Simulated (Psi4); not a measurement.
I₄Ti (SMILES [I][Ti]([I])([I])[I]), singlet, geometry from GFN2-xTB (such geometries of metal compounds can be far from the true shape) (core potentials on I).

The Psi4 input:
```
memory 2 GB

molecule {
0 1
Ti   -0.00000000    0.00000000   -0.00000000
I     2.09524070   -0.59546698   -1.49603154
I     0.78783176    0.44202976    2.48327520
I    -1.17364265    2.16819622   -0.95090116
I    -1.70942982   -2.01475900   -0.03634250
}

set {
  basis def2-svp
}

energy('b3lyp')
print_variables()
```

### Question
What does this run give for the total energy, nuclear repulsion energy, dipole moment, number of basis functions?

### Answer

```yaml
total_energy: -2040.7761 Eh
nuclear_repulsion_energy: 900.4369 Eh
dipole_moment: 0.00 D
number_of_basis_functions: 135
```

### Question
Roughly what does it cost on one core?

### Answer
around 11 core-seconds (rough).
